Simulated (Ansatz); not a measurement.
Cost and result for the atomization energy of CH$_{5}$AlOSi, SMILES `C[SiH]1[O][AlH]1` (9 atoms, 9 bonds).

```xyz
9

C    -0.5185    0.8589    1.1680
Si    0.6266   -0.0651    0.0240
O     0.0572   -1.5535   -0.5230
Al    0.2193   -0.8074   -2.0910
H    -0.1175    1.8537    1.3806
H    -1.5176    0.9702    0.7446
H    -0.5999    0.3204    2.1176
H     1.9619   -0.1486    0.6862
H    -0.1114   -1.4284   -3.5071
```

Total charge 0; spin multiplicity 1. The geometry is a stationary point of PBE0-D4/def2-TZVP. Program: Ansatz. All runs use 2 threads of an Arm Neoverse V1 on a shared host. Times are those of one run each, without the atoms' runs, and a repeat can differ threefold. Electronic energies, without spin–orbit coupling; frozen cores. CCSD(T)/CBS adds CCSD(T) − MP2 in def2-TZVPP to the MP2 limit, and its time is that of the two runs behind it. T1 = 0.015. B3LYP takes the VWN-RPA correlation (the form of Gaussian; ORCA's B3LYP/G). HSE06 is the plane-wave form, built on full-range PBE exchange.

CCSD(T)/CBS is a level of theory with its own doubt, some kJ/mol a heavy atom from the limit and from the frozen cores, so smaller differences don't rank the functionals.

```tsv
level	functions	wall time	atomization (kJ/mol)	difference from CCSD(T)/CBS	per bond
revPBE-D4/def2-TZVPP	216	2.6 s	3060.9	-53.6	-6.0
CCSD(T)/def2-SVP	89	2.8 s	2891.9	-222.6	-24.7
PBE-D4/def2-TZVPP (with forces)	216	3.4 s	3131.6	17.1	1.9
PBE0-D4/def2-TZVPP	216	3.4 s	3083.2	-31.3	-3.5
HSE06-D4/def2-TZVPP	216	4.1 s	3085.3	-29.2	-3.2
CAM-B3LYP-D4/def2-TZVPP	216	4.2 s	3107.9	-6.6	-0.7
B3LYP-D4/def2-TZVPP (with forces)	216	6 s	3091.4	-23.1	-2.6
r2SCAN-D4/def2-TZVPP (with forces)	216	6.5 s	3124.7	10.2	1.1
ωB97X-V/def2-TZVPP	216	11 s	3119.7	5.2	0.6
ωB97M-V/def2-TZVPP (with forces)	216	16 s	3112.7	-1.8	-0.2
MP2/def2-QZVPP	404	25 s	3127.0	12.5	1.4
CCSD(T)/def2-TZVPP	216	74 s	3026.5	-88.0	-9.8
CCSD(T)/CBS(def2)	–	98 s	3114.5	0.0	0.0
```

From r2SCAN to r2SCAN0 (25 % exact exchange), in def2-TZVPP and without D4, the atomization energy moves by −53.7 kJ/mol: exact exchange takes away binding that semilocal exchange gives to molecules. The D4 term adds +27.9 kJ/mol with B3LYP and +14.5 kJ/mol with PBE0; it sums over pairs of atoms, weighted by their polarisabilities, and B3LYP, whose exchange is more repulsive, gets the larger term. In def2-TZVPP, CCSD(T) changes the Hartree–Fock value by +762.1 kJ/mol (the triples alone add +46.7 kJ/mol) and MP2 by +809.5 kJ/mol; breaking electron pairs costs correlation energy, which Hartree–Fock lacks.
